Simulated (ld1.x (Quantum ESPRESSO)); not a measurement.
**Before and after: RRKJ potential for indium**

In (Z = 49), norm-conserving RRKJ (Kleinman–Bylander form), made with ld1.x (Quantum ESPRESSO) 7.5 (Wu–Cohen, scalar-relativistic). Core [Kr] 4d10, reference 5s2 5p1. Waves: 5s (bound): rc 1.95 bohr; 5p (bound): rc 2.00 bohr. Local part: all-electron potential smoothed inside 1.95 bohr (lloc = -1). Core correction: a·sin(br)/r model core inside 1.30 bohr. rho0 = 0.001.

Change: core [Kr], valence charge 13; reference 4d10 5s2 5p1; waves now 5p (bound): rc 2.05 bohr; 4d (bound): rc 1.10 bohr; 5s (bound): rc 1.75 bohr; local potential the s channel; core correction Bessel-smoothed model core inside 0.90 bohr.

Cutoffs: the cutoffs (Ry, on a coarse ladder) from which the occupation-weighted sum of valence levels, in a spherical-Bessel basis at the reference potential, stays within 10 and 1 mRy of its value at 400 Ry; they do not see the model core or the augmentation charge, which bear on the density cutoff. Errors are all-electron minus pseudo energies relative to the spin-unpolarised reference configuration.

What does the change do?

The potential gets harder (12 Ry and 30 Ry → 140 Ry and 230 Ry); the bound ghost in s disappears; the number of tests that count goes from 6 to 7. The added semicore shells are compact, so their waves need more plane waves. Several settings change at once here, so the effects cannot be laid on one of them.

| quantity | base | changed |
| --- | --- | --- |
| cutoff, loose | 12 Ry | 140 Ry |
| cutoff, tight | 30 Ry | 230 Ry |
| bound ghosts | s | none |
| tests counted (converged, no solver errors) | 6 of 7 | 7 of 7 |

Base: Tests not counted: 5s1 5p0 (solver errors, printed error -1.4 eV). A true bound ghost makes a file unfit for plane-wave use even where its test errors are small: the radial tests pick states by their node count and pass the ghost by. Where a test does run into it, the solver fails or the error is huge.
